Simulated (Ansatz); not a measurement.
`FC(F)(F)[Si]12O[Si]3(F)O[Si]4(F)O[Si](F)(O3)O[Si](F)(O[Si](F)(O4)O1)O2` with charge +1, relaxed as a doublet with UKS r2SCAN-D4/def2-SVP in Ansatz, starting from the r2SCAN-D4/def2-SVP geometry of the neutral singlet. Force threshold 0.03 eV/Å.

Start:

```csv
atom,x (Å),y (Å),z (Å)
F1,-3.6771,0.7181,2.0526
C2,-2.8537,1.6097,1.4740
F3,-3.5564,2.2681,0.5326
F4,-2.4861,2.5013,2.4109
Si5,-1.3409,0.7537,0.7059
O6,-0.5190,-0.0333,1.8930
Si7,0.8433,-0.9488,1.9222
F8,1.1143,-1.4288,3.4126
O9,2.1126,-0.0680,1.3499
Si10,2.7464,0.0221,-0.1689
F11,4.3240,0.2059,-0.1092
O12,2.3510,-1.3820,-0.9353
Si13,1.1093,-2.4299,-0.6610
F14,1.5646,-3.9271,-0.9386
O15,0.6628,-2.2394,0.9141
O16,-0.1500,-2.0639,-1.6435
Si17,-1.0739,-0.7313,-1.8775
F18,-2.1482,-1.0348,-3.0083
O19,-0.1198,0.5423,-2.3047
Si20,0.5661,1.7248,-1.3847
F21,0.6129,3.1005,-2.1787
O22,2.0909,1.2923,-0.9701
O23,-0.3579,1.8654,-0.0248
O24,-1.8150,-0.3168,-0.4627
```

(1) Estimate the energy that the relaxation releases and the steps that it takes.

(2) Does the start keep its bonding and symmetry?

(3) Predict the relaxed structure.

## Answers

(1) 0.46 eV, in 12 steps; 5.4 min on 8 threads of Arm Neoverse V1 on a shared host. No frequencies were taken in this run, so the end may be a saddle point.

(2) By distances, no bond broke or formed. The bond that changes most is C2–Si5, from 1.90 to 2.21 Å (atoms count from 1). Point group Cs at the start, Cs at the end, both within 0.05 Å.

(3) 
Cartesian coordinates in Å:
```
F -3.6041 0.6748 2.0088
C -2.9174 1.6478 1.4960
F -3.4892 2.2315 0.4898
F -2.4102 2.4627 2.3677
Si -1.1467 0.6359 0.6467
O -0.5455 -0.0325 1.9773
Si 0.8643 -0.9716 1.9659
F 1.1215 -1.4409 3.4491
O 2.0435 -0.0224 1.3407
Si 2.7520 0.0159 -0.1586
F 4.3071 0.2661 -0.0613
O 2.3881 -1.4195 -0.8725
Si 1.1152 -2.4356 -0.6505
F 1.4948 -3.9459 -0.9065
O 0.5959 -2.1906 0.9057
O -0.1064 -1.9885 -1.6616
Si -1.0869 -0.7286 -1.9445
F -2.2168 -1.0461 -2.9963
O -0.2371 0.6251 -2.3264
Si 0.5706 1.7537 -1.4464
F 0.5935 3.1629 -2.1517
O 2.0439 1.2320 -1.0154
O -0.3263 1.8631 -0.0059
O -1.8037 -0.3495 -0.4499
```
Bond lengths: 18 × O–Si 1.61 to 1.70 Å; 5 × F–Si 1.58 Å; 3 × C–F 1.30 Å; 1 × C–Si 2.21 Å.
